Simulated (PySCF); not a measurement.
**From a computed spectrum to the compound**

A species of 7 atoms with charge 3 has these harmonic modes (PBE0, small Gaussian bases with core potentials, PySCF 2.14.0):

```json
{"cm⁻¹": "-14", "km/mol": "–", "symmetry": ""}
{"cm⁻¹": "73", "km/mol": "6.2", "symmetry": ""}
{"cm⁻¹": "172", "km/mol": "0.4", "symmetry": ""}
{"cm⁻¹": "443", "km/mol": "18.8", "symmetry": ""}
{"cm⁻¹": "448", "km/mol": "11.4", "symmetry": ""}
{"cm⁻¹": "666", "km/mol": "58.8", "symmetry": ""}
{"cm⁻¹": "667", "km/mol": "64.3", "symmetry": ""}
{"cm⁻¹": "714", "km/mol": "410.6", "symmetry": ""}
{"cm⁻¹": "722", "km/mol": "452.2", "symmetry": ""}
{"cm⁻¹": "1663", "km/mol": "214.1", "symmetry": ""}
{"cm⁻¹": "1665", "km/mol": "101.8", "symmetry": ""}
{"cm⁻¹": "3477", "km/mol": "1120.8", "symmetry": ""}
{"cm⁻¹": "3496", "km/mol": "150.8", "symmetry": ""}
{"cm⁻¹": "3507", "km/mol": "518.1", "symmetry": ""}
{"cm⁻¹": "3515", "km/mol": "611.3", "symmetry": ""}
```

(1) Which species is it, and in which structure?

## Answers

(1) [Ho(H2O)2]3+ (singlet in the valence; each metal's 4f electrons, 10 of them, lie in its core potential, out of spins and levels):
```xyz
7

Ho   -0.1882   -0.1472   -0.0048
O     0.7998    0.6225    1.7953
H     1.5714    1.2455    1.8643
H     0.5831    0.4336    2.7481
O     0.8609    0.6763   -1.7518
H     1.6350    0.2977   -2.2494
H     0.6515    1.5004   -2.2684
```
 Negative wavenumbers this small are taken as noise. An lcecp potential fixes the number of 4f electrons, so in runs with it no electron can move into or out of that shell.
 The answer isn't unique; the calculation gave this one.
